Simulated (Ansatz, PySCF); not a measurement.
System: CH$_{4}$Al, charge 0, doublet. CH4Al (SMILES [CH3][AlH], doublet).
B3LYP-D3(BJ)/def2-TZVP minimum from Ansatz (a quantum-chemistry and plane-wave program):
```
C
H 1 1.0899
H 1 1.0956 2 108.34
H 1 1.0956 2 108.34 3 115.78
Al 1 1.9732 2 114.42 3 -122.11
H 5 1.6066 1 117.21 2 180.00
```
Charge 0, spin multiplicity 2.

Atomisation energy term by term, kcal/mol (programs: Ansatz). UHF or UKS for unpaired electrons; spin-orbit terms are left out. Cores are frozen in correlated methods. Rows without X2C or -DK are non-relativistic. CBS(X,Y): correlation extrapolated as X^-3, Hartree-Fock from the larger set. A bracket is a step between two methods taken in the basis named. 'core' is core correlation in cc-pwCVTZ (1s frozen past Ne), 'X2C' scalar relativity in cc-pVTZ-DK, both at CCSD(T). For partners of very few electrons the exact lower level stands in for a higher one. The spin of CH4Al ([CH3][AlH], doublet) was assumed, and the state is the lowest solution found for it.

| term | basis | kcal/mol |
|---|---|---|
| Hartree-Fock | cc-pV(Q+d)Z | 333.02 |
| CCSD correlation | CBS(cc-pV(T+d)Z,cc-pV(Q+d)Z) | 92.55 |
| (T) | CBS(cc-pV(T+d)Z,cc-pV(Q+d)Z) | 4.43 |
| CCSDT(Q) - CCSD(T) | cc-pV(T+d)Z | 0.09 |
| core correlation | cc-pwCVTZ | 0.41 |
| scalar relativity | X2C, cc-pVTZ-DK | -0.53 |
| minus zero-point energy | Hessian by PySCF at B3LYP-D3(BJ)/def2-TZVP | -25.08 |
| sum: D0 |  | 404.9 |

The step beyond CCSD(T) by other levels: CCSDT(Q) in cc-pV(D+d)Z 0.24 kcal/mol.
